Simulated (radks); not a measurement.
The gallium ion Ga+, 30 electrons, occupied as [Ar] 3d10 4s2 (the NIST ground configuration). Method: Dirac Kohn-Sham, BLYP, spin-unpolarised, spherical densities, finite nucleus; Fermi nuclear charge, rms radius 3.9973 fm; computed with a radial shooting solver on a logarithmic mesh with Libxc functionals.

X-ray form factor f0, the Fourier transform of the density (f0(0) = 30):

sin(theta)/lambda (1/angstrom)  f0 (electrons)
0.05                                    29.561
0.1                                     28.379
0.15                                    26.754
0.2                                     24.960
0.25                                    23.160
0.3                                     21.420
0.4                                     18.195
0.5                                     15.367
0.6                                     12.997
0.8                                      9.644
1                                        7.735
1.25                                     6.446
1.5                                      5.625
2                                        4.257
